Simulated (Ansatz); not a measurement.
Coupled-cluster diagnostics for K2F2⁺, Ansatz.

Geometry of the doublet (PBE0-D4/def2-TZVP):

| atom | x (Å) | y (Å) | z (Å) |
| --- | --- | --- | --- |
| K1 | 1.707 | 0.245 | 1.544 |
| K2 | -1.707 | -0.243 | -1.544 |
| F3 | -0.588 | -0.333 | 0.703 |
| F4 | 0.589 | 0.331 | -0.703 |

Correlated methods freeze 12 core orbitals; core or outer-core shells of K are correlated, in sets that lack core-valence functions. In the doublet, F3 and F4 lie 1.95 Å apart (atoms count from 1), so these atoms are partly bonded to each other. In the quartet geometry the species has come apart into loosely held pieces. The structure comes from a short search, and lower isomers may exist.

Geometry of the charge 1 quartet (PBE0-D4/def2-TZVP):

```xyz
4

K     1.0325   -1.8680    2.2997
K    -1.9719    2.0580    1.3117
F    -0.3031   -0.5257   -1.1671
F     1.2425    0.3357   -2.4443
```

(1) Estimate the CCSD(T) correlation energy, the shares of MP2 and (T), T1 and the reference's ⟨S²⟩ for: charge 1, doublet, own geometry in def2-TZVPP; charge 1, quartet, own geometry in def2-TZVPP; and the rough time on 2 threads of Arm Neoverse V1 on a shared host.

Results:

(1) 
```csv
state,basis,correlation (eV),MP2 share (%),(T) share (%),T1,⟨S²⟩ (pure),wall time
"charge 1, doublet, own geometry",def2-TZVPP,-23.612,93.4,2.2,0.037,0.77 (0.75),93 s
"charge 1, quartet, own geometry",def2-TZVPP,-20.869,92.3,1.5,0.011,3.76 (3.75),41 s
```
Customary marks for T1 are 0.02 (closed shells), 0.045 (open shells) and about 0.05 (3d metals). T1 exceeds 0.02 in 1 of 2 rows and 0.045 in 0; the higher it lies, the less the single-reference result can be trusted.
